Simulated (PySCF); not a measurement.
# Correlation energy of Mo²⁹⁺ (molybdenum, charge +29)

[Ne] 3s2 3p1, 2P determinant. Calculation: PySCF 2.14, in an even-tempered Gaussian basis (18 s from 3.6 bohr⁻², ratio 2.5; 12 p from 4.7 bohr⁻², ratio 2.5; 5 d from 20 bohr⁻², ratio 2.7; 4 f from 30 bohr⁻², ratio 2.7); scalar relativity by spin-free X2C-1e. Frozen: 1s2; 11 electrons correlated; the 22 highest virtual orbitals of each spin left out.

| level | correlation energy (mhartree) |
| --- | --- |
| CCSD | -488.61 |
| (T) | -1.54 |
| CCSD(T) | -490.15 |

Diagnostics: T1 = 0.0012, D1 = 0.0051, largest double amplitude 0.069.

**Question.** Is a single reference adequate?

**Answer.** Yes, within this model without spin-orbit coupling: T1 lies below 0.03 and no double amplitude reaches 0.07.

At this charge the one-electron X2C treatment keeps the bare 1/r₁₂, with no two-electron picture change or Breit term. The effect here is smaller than on the frozen 1s shell; and a scalar Hamiltonian misses the large spin-orbit splitting of the p shells, which matters for ns² → np² pairs.
